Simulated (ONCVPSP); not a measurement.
zinc: one change to an ONCV potential, before and after

ONCVPSP 4.0.1 input, shortened (lines: element, Z, core and valence counts, functional; n l f; lmax; l rc ep ncon nbas qcut; lloc lpopt rc5 dvloc0; l nproj debl; icmod fcfact rcfact), LDA (Perdew-Wang 92), fully relativistic:

```
  Zn 30.00    4    3  -001012      upf
    1    0    2.00
    2    0    2.00
    2    1    6.00
    3    0    2.00
    3    1    6.00
    3    2   10.00
    4    0    2.00
    3
    0    1.80    0.00    4    8    3.50
    1    0.70    0.00    4    8   12.40
    2    1.10    0.00    4    9   13.80
    3    1.90    0.17    4    7    5.80
    4    5    0.55    0.00
    0    3    3.00
    1    2    1.60
    2    1    3.60
    3    2    3.80
    3    5.25    1.45
```

Open shells are filled in proportion to 2j + 1.

In the p channel the program set the typed energies aside and used -3.022, 0.250 Ha (j = l + 1/2; the other j can differ).

Change: core correction Teter function, fcfact 5.25, rcfact 0.92.

Cutoffs: the cutoffs (Ha) at which the residual kinetic energy of the hardest occupied pseudo-wave falls to 1 and 0.1 mHa per electron; they do not see the model core or the augmentation charge, which bear on the density cutoff. Errors are all-electron minus pseudo energies relative to the spin-unpolarised reference configuration.

Predict the effect on cutoff, ghosts and configuration errors.

The potential gets neither clearly harder nor softer (79 Ha and 366 Ha → 79 Ha and 366 Ha); both files keep a bound ghost (f, s); the errors of the 4 common tests hardly move. A model core, the more so a compact one, raises the density cutoff, which this test does not measure.

| quantity | base | changed |
| --- | --- | --- |
| cutoff, loose | 79 Ha | 79 Ha |
| cutoff, tight | 366 Ha | 366 Ha |
| bound ghosts | s, f7/2, f5/2 | s, f7/2, f5/2 |
| GHOST(+) flags under 300 eV | s at 250.8 eV | s at 250.8 eV |
| error for 3p6 3d10 4s1, meV [ΔE 10.18 eV] | -5.4 | -5.4 |
| error for 3p6 3d10 4s0, meV [ΔE 28.95 eV] | -34 | -33 |
| error for 3p6 3d9 4s0, meV [ΔE 69.84 eV] | +68 | +68 |
| error for 3p5 3d10 4s2, meV [ΔE 91.95 eV] | -114 | -112 |
| s: phases at 1.83 bohr within 0.05 rad from the reference energy up to (Ha; the scan ends near 5) | to the end of the scan | to the end of the scan |
| p3/2: phases at 0.71 bohr within 0.05 rad from the reference energy up to (Ha; the scan ends near 5) | to the end of the scan | to the end of the scan |
| p1/2: phases at 0.71 bohr within 0.05 rad from the reference energy up to (Ha; the scan ends near 5) | to the end of the scan | to the end of the scan |
| d5/2: phases at 1.12 bohr within 0.05 rad from the reference energy up to (Ha; the scan ends near 5) | 3.0 | 3.0 |
| d3/2: phases at 1.12 bohr within 0.05 rad from the reference energy up to (Ha; the scan ends near 5) | 3.0 | 3.0 |
| f7/2: phases at 1.93 bohr within 0.05 rad from the reference energy up to (Ha; the scan ends near 5) | to the end of the scan | to the end of the scan |
| f5/2: phases at 1.93 bohr within 0.05 rad from the reference energy up to (Ha; the scan ends near 5) | to the end of the scan | to the end of the scan |
| rms error of d²Exc/dni dnj with the model core, mHa | 7.13 | 8.88 |

 A true bound ghost makes a file unfit for plane-wave use even where its test errors are small: the radial tests pick states by their node count and pass the ghost by.
